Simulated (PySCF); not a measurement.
# What a mistake does to a calculation on BCH7N anion

Calculated results; nothing here was measured. They come from PySCF 2.14.0, an open-source quantum chemistry program, on an isolated molecule that a program drew, which may never have been made. The molecule is BCH7N anion (charge -1, singlet), drawn as the SMILES string `[BH3-]NC`.

Each row is a Hartree-Fock (HF) and frozen-core CCSD(T) single point in the aug-cc-pVDZ basis, meant for a local HF minimum. Run 1 is clean. Each other run has one planted mistake out of seven kinds, and not every kind appears here: one electron removed, one electron added, multiplicity raised by two, geometry at a saddle point, minimal basis STO-3G, one bond length entered in bohr, all coordinates scaled. The reference is restricted for singlets and unrestricted otherwise, and also for a bond in bohr. Adding or removing an electron swaps singlet and doublet. Electrons count all cores. HOMO and LUMO are orbital energies over both spins, the gradient is its largest component, and the lowest frequency (negative if imaginary) is given only where the gradient is small. Bond lengths are over the 9 bonds as drawn. T1 is the CCSD diagnostic: over 0.02 (restricted) or 0.045 (unrestricted) a single reference is doubtful.

Geometry of the clean run:
```xyz
10
BCH7N anion, angstrom
B     0.0747    1.2818   -0.4828
N    -0.8971    0.2060   -1.0605
C    -0.8447   -1.0719   -0.3968
H     0.0297    2.3070   -1.1957
H    -0.2580    1.5689    0.6889
H     1.2753    0.8676   -0.4533
H    -0.6956    0.0664   -2.0344
H     0.1605   -1.5326   -0.3749
H    -1.5284   -1.8011   -0.8559
H    -1.1532   -0.9545    0.6465
```

| run | electrons | basis functions | <S^2> | HOMO (eV) | LUMO (eV) | gradient (hartree/bohr) | lowest frequency (cm^-1) | mean bond (Å) | longest bond (Å) | T1 | HF (hartree) | CCSD(T) (hartree) | mistake |
|---|---|---|---|---|---|---|---|---|---|---|---|---|---|
| 1 | 26 | 132 | 0.000 | -3.63 | 3.78 | 2.6e-05 | 202 | 1.2308 | 1.561 | 0.0121 | -121.06951 | -121.60067 | no fault |
| 2 | 25 | 132 | 0.767 | -10.88 | 0.23 | 6.6e-02 | - | 1.2308 | 1.561 | 0.0344 | -121.01243 | -121.50382 | one electron removed |
| 3 | 26 | 132 | 2.015 | 0.49 | 3.42 | 6.8e-02 | - | 1.2308 | 1.561 | 0.0340 | -120.99199 | -121.48865 | ? |
| 4 | 26 | 22 | 0.000 | -0.42 | 23.36 | 4.1e-02 | - | 1.2308 | 1.561 | 0.0057 | -119.46313 | -119.65300 | ? |

**Which mistake was planted in run 3, and what did it cost?**

Electrons, basis and geometry are unchanged, and <S^2> is 2.015, beside S(S+1) = 2.00 for a multiplicity of 3. So the mistake is: multiplicity raised by two. Subtracting run 1 and multiplying by 627.51 kcal/mol a hartree, the energy moved by 48.6 kcal/mol in HF and 70.3 kcal/mol in CCSD(T).

**Which mistake was planted in run 4, and what did it cost?**

It has 22 basis functions where the clean run has 132, with the same electrons and geometry. So the mistake is: minimal basis STO-3G. Subtracting run 1 and multiplying by 627.51 kcal/mol a hartree, the energy moved by 1008.0 kcal/mol in HF and 1222.2 kcal/mol in CCSD(T).

Cautions from the logs. Run 3: the HOMO is above zero, so the electron isn't bound and the energy depends on the basis.
